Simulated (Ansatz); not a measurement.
Ansatz (an electronic-structure program) input (CCSD(T)/6-31G):

Ansatz 0.2 input:
```yaml
crystal:
  periodic: [false, false, false]
  atoms:
    - {symbol: Fe, position_ang: [-0.00000000, -0.00000000, -0.05817560]}
    - {symbol: H, position_ang: [0.00000000, 0.00000000, 1.51256555]}
basis:
  gaussian:
    orbitals: 6-31G
magnetization: {spin_polarized: true, initial_magnetization: 3}
correlation: {method: ccsd_t, electrons: outside_noble_gas}
```

Output:

```
Functional definition: HF
integrals: 0.01 GiB planned
307 factors; integrals over basis functions are off by at most 6.4e-4 eV
mean field: 0.07 GiB planned
mean field evaluation 1: about -34358.7254 eV, gradient 1.7e1 eV
mean field evaluation 2: about -34358.7336 eV, gradient 1.7e1 eV
mean field evaluation 4: about -34360.6750 eV, gradient 5.6e0 eV
mean field evaluation 8: about -34362.2369 eV, gradient 5.8e-1 eV
mean field evaluation 16: about -34362.2777 eV, gradient 2.9e-6 eV
mean field evaluation 32: about -34362.4009 eV, gradient 3.1e-5 eV
mean field evaluation 64: about -34362.1322 eV, gradient 1.3e0 eV
mean field evaluation 96: about -34362.2777 eV, gradient 7.8e-5 eV
mean field evaluation 128: about -34362.3658 eV, gradient 1.2e0 eV
mean field evaluation 160: about -34360.7301 eV, gradient 4.4e0 eV
mean field evaluation 192: about -34358.7272 eV, gradient 1.7e1 eV
mean field evaluation 224: about -34362.1082 eV, gradient 2.5e-1 eV
mean field evaluation 256: about -34358.7064 eV, gradient 1.4e1 eV
mean field evaluation 288: about -34359.4499 eV, gradient 9.7e-4 eV
mean field evaluation 320: about -34359.6663 eV, gradient 1.5e-1 eV
mean field evaluation 352: about -34360.3239 eV, gradient 4.7e-1 eV
mean field evaluation 384: about -34359.3641 eV, gradient 7.9e0 eV
mean field evaluation 416: about -34359.5989 eV, gradient 1.9e-3 eV
mean field evaluation 448: about -34359.9462 eV, gradient 2.2e-4 eV
mean field evaluation 480: about -34359.6652 eV, gradient 5.6e-1 eV
mean field evaluation 512: about -34359.6804 eV, gradient 9.2e-1 eV
mean field evaluation 544: about -34359.6810 eV, gradient 1.0e0 eV
mean field evaluation 576: about -34359.3922 eV, gradient 1.6e0 eV
mean field evaluation 608: about -34359.4703 eV, gradient 6.5e-1 eV
mean field evaluation 640: about -34358.9380 eV, gradient 1.1e1 eV
mean field evaluation 672: about -34359.1225 eV, gradient 6.3e0 eV
mean field evaluation 704: about -34359.7121 eV, gradient 7.1e-2 eV
mean field -34362.40086625 eV, -1262.7949401628 hartree, gradient 6.6e-7 eV, S^2 4.723602; 24 other end points of the search recorded, 0 dependent functions left out
determinant -34362.40086625 eV, -1262.7949401628 hartree, with singles and doubles -34364.93688749 eV, -1262.8881372246 hartree
determinant -34362.27773507 eV, -1262.7904151753 hartree, with singles and doubles -34364.81350558 eV, -1262.8836030230 hartree
determinant -34360.33361295 eV, -1262.7189700053 hartree, with singles and doubles -34363.90957631 eV, -1262.8503842349 hartree
determinant -34359.95928725 eV, -1262.7052137897 hartree, with singles and doubles -34362.77473428 eV, -1262.8086795594 hartree
determinant -34359.94620768 eV, -1262.7047331242 hartree, with singles and doubles -34362.83960764 eV, -1262.8110636116 hartree
determinant -34359.92738165 eV, -1262.7040412802 hartree, with singles and doubles -34362.85571018 eV, -1262.8116553689 hartree
determinant -34359.72274244 eV, -1262.6965209280 hartree, with singles and doubles -34364.19346144 eV, -1262.8608168210 hartree
determinant -34359.69401135 eV, -1262.6954650802 hartree, with singles and doubles -34362.28842709 eV, -1262.7908080999 hartree
determinant -34359.66705798 eV, -1262.6944745618 hartree, with singles and doubles -34362.84461041 eV, -1262.8112474598 hartree
determinant -34359.59887759 eV, -1262.6919689789 hartree, with singles and doubles -34362.17530503 eV, -1262.7866509407 hartree
determinant -34359.54310280 eV, -1262.6899192932 hartree, with singles and doubles -34362.92620989 eV, -1262.8142461854 hartree
determinant -34359.46900388 eV, -1262.6871962079 hartree, with singles and doubles -34362.75332963 eV, -1262.8078929530 hartree
determinant -34359.44992200 eV, -1262.6864949619 hartree, with singles and doubles -34363.05003146 eV, -1262.8187965443 hartree
determinant -34362.40086625 eV, -1262.7949401628 hartree, with singles and doubles -34364.94547320 eV, -1262.8884527434 hartree
determinant -34362.27773507 eV, -1262.7904151753 hartree, with singles and doubles -34364.82375954 eV, -1262.8839798489 hartree
determinant -34359.94196430 eV, -1262.7045771827 hartree, with singles and doubles -34364.39611115 eV, -1262.8682640605 hartree
9 core orbitals not correlated
reference -34362.40086625 eV, -1262.7949401628 hartree; 6, 3 occupied and 16, 19 virtual orbitals, 307 factors
second order -2.11360592 eV of doubles, -0.00000000 eV of singles
coupled cluster: 0.05 GiB planned
cycle   1  -2.54460933 eV  change   -2.4e-6 eV  update   4.9e-6
coupled cluster: 0.05 GiB planned
perturbative correction -0.05180302 eV, -0.0019037259 hartree
Total energy: -34364.99727860 eV, -1262.8903565566 hartree
```

The spin state was set by rule; other spins were not relaxed.

The determinant is spin-contaminated: <S^2> is 4.72 against 3.75 for a pure state.
